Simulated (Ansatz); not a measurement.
System: sum formula TaO2Cl, charge 0, multiplicity 1. SMILES: [O]=[Ta](=[O])[Cl]
Structure (B3LYP-D3(BJ)/def2-TZVP (Ansatz, a program for electronic structure) minimum search):
```xyz
4

Ta     0.1890     0.0176     0.2447
O      1.5380    -0.8036    -0.4778
O     -0.6382    -1.1506     1.2281
Cl    -1.2352     0.8438    -1.4040
```

Quantity: vertical ionisation energy (to the doublet state of charge +1; each state is the SCF solution reached for its spin; the UHF <S^2> is 1.11 for the doublet (pure: 0.75); for the doublet T1 is 0.055; for the singlet T1 is 0.027), in eV. Cores are frozen in the correlated levels unless marked. UHF or UKS for open shells. Spin-orbit coupling is left out. The frozen core is the preceding noble-gas configuration, with the filled d and f shells of earlier blocks. In def2 rows, elements after Kr have scalar-relativistic effective core potentials. CBS marks a two-point X^-3 extrapolation of the correlation energy; Hartree-Fock from the larger set.

```tsv
level	program	vertical ionisation energy (eV)
HF/def2-TZVPPD	Ansatz	9.10
HF/def2-QZVPPD	Ansatz	9.10
SVWN5/def2-TZVPD	Ansatz	10.67
PBE/def2-TZVPD	Ansatz	10.36
r2SCAN/def2-TZVPD	Ansatz	10.42
B3LYP/def2-TZVPD	Ansatz	10.59
PBE0/def2-TZVPD	Ansatz	10.54
CAM-B3LYP/def2-TZVPD	Ansatz	10.75
wB97M-V/def2-TZVPD	Ansatz	10.74
B2PLYP/def2-TZVPD	Ansatz	10.85
RI-MP2/CBS(def2-TZVPPD,def2-QZVPPD)	Ansatz	12.43
SCS-MP2/def2-SVPD	Ansatz	12.15
CCSD/def2-SVPD	Ansatz	10.51
CCSD(T)/def2-SVPD	Ansatz	10.66
```
